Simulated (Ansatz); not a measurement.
Input for Ansatz (an electronic-structure program): R-wB97M-V/def2-TZVPPD on boric acid (SMILES OB(O)O) with ghost functions, monomers drawn apart or pushed together. Files ending in .json are basis or fitting sets from the Basis Set Exchange.

Ansatz 0.2 input:
```yaml
crystal:
  periodic: [false, false, false]
  atoms:
    - {symbol: O, position_ang: [-0.02765131, -0.57078924, 1.55988282]}
    - {symbol: B, position_ang: [0.28391544, -0.24984030, 0.25821055]}
    - {symbol: O, position_ang: [0.70114689, -1.27120850, -0.55616410]}
    - {symbol: O, position_ang: [0.14055748, 1.06236815, -0.07629553]}
    - {symbol: H, position_ang: [0.08527875, -1.50524595, 1.76027292]}
    - {symbol: H, position_ang: [0.91708235, -1.04059172, -1.46275786]}
    - {symbol: H, position_ang: [0.35372927, 1.30290107, -0.98031794]}
basis:
  gaussian:
    orbitals: def2-TZVPPD.json
    ghost_atoms:
      - {symbol: F, position_ang: [-0.82489733, 0.81222551, 3.46144212]}
      - {symbol: H, position_ang: [-0.52133332, 0.36091458, 2.69245189]}
hamiltonian:
  xc: {name: wB97M-V}
scf: {lower_state_search: off}
```

The head of its log:

```
Functional definition: wB97M-V
[...]
these checks for a lower state are left out or cut short: stability, starts, cluster_reference, orbital_swaps, neighbouring_geometries, increment
integrals: 0.24 GiB planned
1138 factors; their error is unknown
integrals: 0.27 GiB planned
372 factors; integrals over basis functions are off by at most 3.4e-5 eV
mean field: 1.49 GiB planned
mean field evaluation 1: about -6863.7849 eV, gradient 7.1e1 eV
mean field evaluation 2: about -6863.7170 eV, gradient 7.4e1 eV
```

### Question
Give the final energy of this run.

### Answer
-252.5321 hartree.
